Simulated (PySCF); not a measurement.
Compound: C₇H₇FN (doublet state).
Numbering: `[NH:1][c:2]1[cH:3][cH:4][cH:5][cH:6][c:7]1[CH2:8][F:9]` (hydrogens: H10 on N1; H11 on C3; H12 on C4; H13 on C5; H14 on C6; H15, H16 on C8)

Structure used (GFN2-xTB), in Å, numbered top down from 1:
```xyz
16
C7H7FN angstrom
N     -0.9644    2.0221    0.0787
C     -0.1215    1.0284    0.0187
C      1.3035    1.1615   -0.0637
C      2.1161    0.0626   -0.1220
C      1.5669   -1.2210   -0.1030
C      0.1878   -1.3934   -0.0252
C     -0.6556   -0.3101    0.0343
C     -2.1398   -0.4464    0.1163
F     -2.5425   -1.7574    0.1163
H     -0.5116    2.9339    0.0610
H      1.7181    2.1604   -0.0777
H      3.1883    0.1823   -0.1821
H      2.2134   -2.0840   -0.1491
H     -0.2307   -2.3889   -0.0115
H     -2.6178    0.0451   -0.7385
H     -2.5178    0.0138    1.0362
```

The hyperfine couplings belong to this conformer and change with its torsions.

Computed with UKS B3LYP, pcH-1 on C F H N, non-relativistic, mean-field spin-orbit, GIAO in PySCF 2.14.0. The structure is a single GFN2-xTB conformer in the gas phase; no vibrational or solvent corrections. Couplings are sensitive to structure, and on GFN2-xTB geometries they can be far from those on DFT ones. The SCF solution wasn't tested for stability. ⟨S²⟩ is 0.786 where a pure state has 0.75.

Principal values of hyperfine tensors in MHz (contact and dipolar terms together), for some of the nuclei:

```json
{"atom": "C2", "isotope": "13C", "A1": "-59.30", "A2": "-32.72", "A3": "-26.40"}
{"atom": "H10", "isotope": "1H", "A1": "-64.63", "A2": "-41.93", "A3": "-0.68"}
{"atom": "C5", "isotope": "13C", "A1": "3.05", "A2": "5.00", "A3": "84.97"}
{"atom": "C7", "isotope": "13C", "A1": "3.57", "A2": "3.98", "A3": "72.13"}
{"atom": "C6", "isotope": "13C", "A1": "-43.75", "A2": "-17.04", "A3": "-15.07"}
{"atom": "C3", "isotope": "13C", "A1": "2.68", "A2": "3.40", "A3": "68.23"}
{"atom": "C4", "isotope": "13C", "A1": "-42.23", "A2": "-16.68", "A3": "-14.80"}
{"atom": "H13", "isotope": "1H", "A1": "-36.45", "A2": "-23.31", "A3": "-8.83"}
```

Question: Split each tensor into its isotropic and traceless parts, and turn a_iso into mT with g = 2.0034.

Answer: a_iso is a third of the trace, T = A − a_iso, and a(mT) = a(MHz)/(g × 13.996).

```tsv
atom	a_iso (MHz)	a_iso (mT)	T1	T2	T3
C2	-39.47	-1.408	-19.83	6.75	13.07
H10	-35.75	-1.275	-28.89	-6.18	35.07
C5	31.01	1.106	-27.96	-26.01	53.96
C7	26.56	0.947	-22.99	-22.58	45.57
C6	-25.29	-0.902	-18.46	8.24	10.22
C3	24.77	0.883	-22.09	-21.37	43.46
C4	-24.57	-0.876	-17.66	7.89	9.77
H13	-22.87	-0.816	-13.59	-0.45	14.03
```

Question: What spin density at the nucleus of H10 lies behind its contact coupling (g_N = 5.58569)?

Answer: a_FC = 800.24 MHz bohr³ × g_N × ρ(0)/(2S). With a_FC = -35.75 MHz and 2S = 1, ρ(0) = -0.007997 bohr⁻³. In magnitude that is 2.5 % of the 1/π = 0.318 of a free hydrogen atom.

Question: H16 (1H, g_N = 5.58569) isn't in the table. Its spin density at the nucleus is 0.006087 bohr⁻³. What is its contact coupling?

Answer: By the same relation, a_FC = 27.2 MHz. Its full tensor has the principal values 24.31, 26.06, 31.25 MHz.

Question: Which nucleus of the table has the largest anisotropic coupling, and what is its form?

Answer: C5: -28.0, -26.0, 54.0 MHz, nearly axial, close to the ratio −1:−1:+2, the form that spin in one p orbital centred on that nucleus gives.

Question: In a single crystal, with the field along each principal axis of the tensor of C2 in turn, what first-order splitting does this nucleus give (isotropic g, quadrupole terms neglected)?

Answer: 2 lines (I = 1/2), spaced by |A_i|/(g × 13.996): 2.11, 1.17, 0.94 mT along the axes of A1, A2 and A3.
